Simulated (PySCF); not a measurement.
Cl₂GeH₂O₂, SMILES [Cl][Ge]([Cl])([OH])[OH]. Geometry optimised at PBE-D3(BJ)/def2-SVP. The values are those of a single conformer.

Question: Give the equilibrium geometry at PBE-D3(BJ)/def2-SVP (PySCF confirms it by a frequency run) as Cartesian coordinates in Å, and its point group. (The exact figures need the calculation; the answer reports its results.)

Answer: This is not unique; one that fits is point group C2.
```xyz
7

O     -0.1163    -1.4815    -1.2418
Ge     0.0000     0.0000    -0.2667
O      0.1163     1.4815    -1.2418
Cl    -1.7851     0.0042     0.9329
Cl     1.7851    -0.0042     0.9329
H      0.7472    -1.6731    -1.6581
H     -0.7472     1.6731    -1.6581
```
